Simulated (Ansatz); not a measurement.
Bi(Cl)(Me)2 (C2H6BiCl), SMILES [CH3][Bi]([CH3])[Cl].

Geometry optimised at B3LYP-D3(BJ)/def2-SVP. The structure was generated by enumeration; whether it is a known compound was not checked. The def2 effective core potentials stand for the cores of Bi; spin–orbit coupling is left out.

Two levels are set side by side: PBE/def2-SVPD (Ansatz, a first-principles code) and CAM-B3LYP/def2-SVPD (Ansatz). Energy differences of separate SCF runs at the same geometry; the states with an electron removed or added have multiplicity 2 and 2. Differences are taken from unrounded values.

```json
[
 {"quantity": "vertical ionisation energy (eV)", "CAM-B3LYP": "9.27"},
 {"quantity": "vertical singlet–triplet gap (eV)", "CAM-B3LYP": "3.86"}
]
```

What does PBE give, and how far is it from CAM-B3LYP? (The exact figures need the calculation; the answer reports its results.)


```tsv
quantity	PBE	PBE minus CAM-B3LYP
vertical ionisation energy (eV)	8.89	-0.38
vertical singlet–triplet gap (eV)	3.60	-0.26
```
